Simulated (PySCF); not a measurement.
C$_{2}$H$_{3}$BClNO$_{2}$ (SMILES COB(Cl)N=C=O), singlet, at a GFN2-xTB geometry. Base run: PySCF with CAMB3LYP/6-31G, polarisability.

PySCF was given this input:
```python
from pyscf import gto, scf, dft
from pyscf.prop import polarizability

mol = gto.M(
    atom='''
B    -0.277894   -0.452757   -0.034767
Cl   -0.759505   -1.039558    1.521672
N     0.474313    0.751684   -0.125159
C     1.033410    1.707828    0.315866
O     1.600274    2.660625    0.625402
O    -0.638822   -1.165212   -1.091043
C    -0.345737   -0.858788   -2.438530
H     0.236827   -1.681994   -2.855120
H    -1.289551   -0.774124   -2.979315
H     0.215934    0.073063   -2.522938
''',
    basis='6-31g',
    charge=0,
    spin=0,
    verbose=3,
)

mf = dft.RKS(mol)
mf.xc = 'camb3lyp'
mf.kernel()
alpha = mf.Polarizability().polarizability()[2, 2]
print('alpha_zz =', alpha)
```

Variants of this job, named by their change:

```
change                                         alpha_zz (bohr³)  basis functions  core-seconds (rough)
---------------------------------------------  ----------------  ---------------  --------------------
base                                                      53.78               73                    50
finite field (a.u.) = 2e-4; conv_tol = 1e-6               53.60               73                    30
basis = def2-SVP                                          53.75              117                    90
finite field (a.u.) = 0.001; conv_tol = 1e-11             53.78               73                    70
finite field (a.u.) = 0.001; conv_tol = 1e-6              53.79               73                    40
basis = cc-pVDZ                                      (withheld)              117                   100
finite field (a.u.) = 2e-4; conv_tol = 1e-11              53.78               73                    60
functional = pbe0                                         54.98               73                    20
functional = hf                                           48.85               73                     2
finite field (a.u.) = 0.005; conv_tol = 1e-11             53.79               73                    70
functional = lda,vwn                                      58.46               73                    10
finite field (a.u.) = 0.05; conv_tol = 1e-11              54.90               73                    80
```

Q: Some entries are withheld; supply them.

A: 
- basis = cc-pVDZ, alpha_zz (bohr³): 56.49

Finite-field rows take the second difference of the energy in a field along z; a small field with loose convergence shows SCF noise divided by the square of the field, and a large one adds hyperpolarisability.
